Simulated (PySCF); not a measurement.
**Excitation energy of As+ by level of theory**

As+ [Ar] 3d10 4s2 4p2 (3P) → As+ [Ar] 3d10 4s2 4p1 5s1 (3P), as a difference of total energies. All numbers are calculated (PySCF 2.14, a scalar-relativistic core potential, in aug-cc-pwCVTZ-PP with ECP10MDF (8s7p6d4f1g, 96 functions)). Correlated levels: valence: 3s2 3p6 3d10 frozen; valence and next inner shell: nothing frozen outside the core potential. The calculations carry no spin-orbit coupling.

```
                                method  excitation energy (cm⁻¹)
                                   UHF                     76971
                                   LDA                     76321
                                   PBE                     75742
                                  PBE0                     77142
                                r2SCAN                     79687
                                 M06-L                     79931
                                B2PLYP                     77120
                               wB97X-V                     77610
                                PBEsol                     76291
                         MP2 (valence)                     77832
                     SCS-MP2 (valence)                     77735
    MP2 (valence and next inner shell)                     78377
SCS-MP2 (valence and next inner shell)                     78043
```

The promoted electron is Rydberg-like, and one or two diffuse shells describe it only roughly, which tends to raise the upper state.
